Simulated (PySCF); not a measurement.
Ligands exchanged one at a time, Si C2H5-SH. Isolated molecules, 0 K electronic values unless said otherwise. One relaxed conformer stands for each flexible species; it need not be the lowest. Strings in code marks are SMILES. All members: neutral, multiplicity 1. Level: B3LYP-D3(BJ)/def2-TZVP // PBE0-D4/def2-SVP (PySCF), beside PBE-D3(BJ)/def2-TZVP // PBE0-D4/def2-SVP (PySCF) at the same geometries. B3LYP has the VWN-RPA correlation part, as in Gaussian. 

```json
[
 {"species": "`S[Si](S)(S)S`", "HOMO–LUMO gap, PBE (eV)": "4.61", "HOMO–LUMO gap, B3LYP-D3(BJ) (eV)": "6.25"},
 {"species": "`CC[Si](S)(S)CC`", "HOMO–LUMO gap, PBE (eV)": "5.03", "HOMO–LUMO gap, B3LYP-D3(BJ) (eV)": "6.63"},
 {"species": "`CC[Si](S)(S)S`", "HOMO–LUMO gap, PBE (eV)": "5.11", "HOMO–LUMO gap, B3LYP-D3(BJ) (eV)": "6.74"},
 {"species": "`CC[Si](S)(CC)CC`", "HOMO–LUMO gap, PBE (eV)": "5.49", "HOMO–LUMO gap, B3LYP-D3(BJ) (eV)": "withheld"},
 {"species": "`CC[Si](CC)(CC)CC`", "HOMO–LUMO gap, PBE (eV)": "6.51", "HOMO–LUMO gap, B3LYP-D3(BJ) (eV)": "8.07"}
]
```

Question: Fit y = a + b·x, y being the HOMO–LUMO gap at the first level, to the 4 complete rows by least squares, with x = the PBE value in eV. Give a, b and the rms residual, and predict the withheld value.

Answer: Means of the 4 rows: x̄ = 5.315, ȳ = 6.9225 eV. Σ(x − x̄)² = 2.0483 and Σ(x − x̄)(y − ȳ) = 1.9661, so b = 0.960 and a = ȳ − b·x̄ = 1.820 eV. The rms residual is 0.012 eV. At x = 5.49 the line gives 7.09 eV. The run for `CC[Si](S)(CC)CC` gave 7.04 eV, so the line is off by 0.05 eV, more than twice the rms residual.

Codes: PySCF.
